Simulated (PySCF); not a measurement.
## What settings do to a single point of Ta3

The sound run of Ta3 (quartet) uses PySCF 2.14.0, UKS TPSS, Ta def2-SVP with ECP60; non-relativistic Hamiltonian with scalar-relativistic core potentials where named; density fitting; no spin-orbit coupling, grid (50, 194), threshold 1e-8 Eh and 55 cycles, at the relaxed geometry:

```xyz
3

Ta    0.0000    0.0000    2.3379
Ta    0.0000    0.0000    0.0421
Ta    0.0000    0.0000   -2.3801
```

There Ta1 has a Mulliken charge of 0.22 e and the dipole about the centre of mass is 0.10 D. Each run below changes one thing and starts from free metal ions and neutral atoms unless it says otherwise; with 55 cycles, smearing, a level shift and second-order steps follow where DIIS fails, and their cycles count. Energy shifts count from the sound run.

```csv
change,outcome,cycles,energy shift (eV),largest force component (eV/Å),charge on Ta1 (e),dipole about the centre of mass (D)
"charge changed by +5, spin kept, limit 71 cycles",refused,–,–,–,–,–
start from a density of up to 30 smeared cycles (not counted),converged,134,0.0000,0.02,0.22,0.10
all coordinates × 1.12,converged,188,1.54,3.20,0.05,0.38
threshold 0.001,converged,118,0.0029,0.13,0.22,0.31
```

(1) How does the run with this change end: cycle limit 3?

Started from ions, an open shell can land on another state than the sound run's, and that then enters the shifts.

Forces carry noise of the integration grid, about 0.01 to 0.03 eV/Å.

No frequency check is given that shows the relaxed geometry to be a minimum. The relaxed state is spin-contaminated (spin squared 4.76 against 3.75). Open shells may have lower solutions than the one found.

## Answers

(1) outcome not converged, cycles 3.
